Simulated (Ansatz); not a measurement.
Consider the ligand exchange at the Si–C bond: `CC[SiH2]I` + H–F → `F[SiH2]I` + `CC`.

Computed with Ansatz on PBE0-D4/def2-TZVP structures; ΔE is electronic, products minus reactants. CBS: MP2 limit from def2 TZ/QZ plus the TZ coupled-cluster correction, frozen cores. This one scheme is used for every species. DFT in def2-TZVPP. Elements past krypton have def2 core potentials. For I outer-core shells are correlated without core-valence functions, which leaves a few kJ/mol of doubt a bond. Each species was taken in one conformer, which may not be the lowest.

| level | ΔE (kJ/mol) |
| --- | --- |
| r2SCAN | -139.1 |
| CCSD/def2-TZVPP | -133.4 |
| HF/def2-QZVPP | -160.5 |
| SCS-MP2/def2-QZVPP | -135.5 |

Question: What does CCSD(T)/CBS give? (An estimate is asked.)

Answer: Ansatz gave: -128.6 kJ/mol. The listed levels differ from it by -10.5, -4.8, -31.9, -6.9 kJ/mol.

Largest T1 diagnostic among the species: 0.009.

The D4 term adds +10.3 kJ/mol with B3LYP and +5.9 kJ/mol with PBE0; it sums over pairs of atoms, weighted by their polarisabilities, and B3LYP, whose exchange is more repulsive, gets the larger term. In def2-TZVPP, CCSD(T) changes the Hartree–Fock value by +28.7 kJ/mol (the triples alone add +3.8 kJ/mol) and MP2 by +30.7 kJ/mol.

B3LYP here is the variant with VWN-RPA as its local correlation; programs differ in this.
